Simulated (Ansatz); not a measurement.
Coupled-cluster run, CH₈AlBGe (`C[B]([AlH2])[GeH3]`).

```yaml
crystal:
  periodic: [false, false, false]
  atoms:
    - {symbol: C, position_ang: [0.028326, 1.733827, 0.070710]}
    - {symbol: B, position_ang: [-0.015263, 0.183191, 0.218883]}
    - {symbol: Al, position_ang: [-0.599215, -0.942393, 1.915313]}
    - {symbol: Ge, position_ang: [0.476570, -0.917934, -1.475095]}
    - {symbol: H, position_ang: [0.158806, 2.309906, 0.989114]}
    - {symbol: H, position_ang: [0.689294, 2.124794, -0.707964]}
    - {symbol: H, position_ang: [-0.997637, 1.955184, -0.279886]}
    - {symbol: H, position_ang: [0.482687, -1.564775, 2.907456]}
    - {symbol: H, position_ang: [-2.135272, -1.280565, 2.180535]}
    - {symbol: H, position_ang: [0.189232, -0.171937, -2.796122]}
    - {symbol: H, position_ang: [-0.199388, -2.302535, -1.563267]}
    - {symbol: H, position_ang: [1.998862, -1.181964, -1.425577]}
basis:
  gaussian: {orbitals: def2-TZVPP}
correlation: {method: ccsd_t}
```

```sh
$ ansatz run in.yaml --threads 4 --pin off --events-out ev --progress --plain --max-ram 10444MiB
```

The program prints (abridged):

```
Functional definition: HF
1554 factors; integrals over basis functions are off by at most 1.0e-3 eV
mean field evaluation 1: about -64881.7012 eV, gradient 2.9e1 eV
mean field evaluation 2: about -64881.8223 eV, gradient 2.9e1 eV
mean field evaluation 4: about -64884.7309 eV, gradient 3.4e0 eV
mean field evaluation 8: about -64884.7890 eV, gradient 2.4e-1 eV
mean field -64884.78927196 eV, -2384.4720252547 hartree, gradient 1.1e-6 eV, S^2 0.000000; 0 other end points of the search recorded, 0 dependent functions left out
16 core orbitals not correlated: weight in the atoms' cores, before any rotation towards them, 1.000 or more for the frozen orbitals, at most 0.000 for the correlated occupied ones
reference -64884.78927196 eV, -2384.4720252547 hartree; 16, 16 occupied and 232, 232 virtual orbitals, 1554 factors
second order -16.91220198 eV of doubles, -0.00000000 eV of singles
cycle   1  -17.73444377 eV  change   -8.2e-1 eV  update   1.0e-1
cycle   2  -18.36863810 eV  change   -6.3e-1 eV  update   3.3e-2
cycle   3  -18.43912448 eV  change   -7.0e-2 eV  update   1.5e-2
cycle   4  -18.43190114 eV  change    7.2e-3 eV  update   4.3e-3
cycle   5  -18.43114853 eV  change    7.5e-4 eV  update   1.6e-3
cycle   6  -18.43047689 eV  change    6.7e-4 eV  update   5.7e-4
cycle   7  -18.43045231 eV  change    2.5e-5 eV  update   2.3e-4
cycle   8  -18.43054217 eV  change   -9.0e-5 eV  update   8.9e-5
cycle   9  -18.43055236 eV  change   -1.0e-5 eV  update   3.2e-5
perturbative correction -0.65751505 eV, -0.0241632323 hartree
Total energy: -64903.87733936 eV, -2385.1734987934 hartree
```

It took 2.7 min on 4 threads of an Arm Neoverse V2 on a shared host, with 6.2 GiB of host memory at the peak.

The correlation energy is -19.088 eV, 3.4 % of it from (T); the T1 diagnostic reads 0.0124.
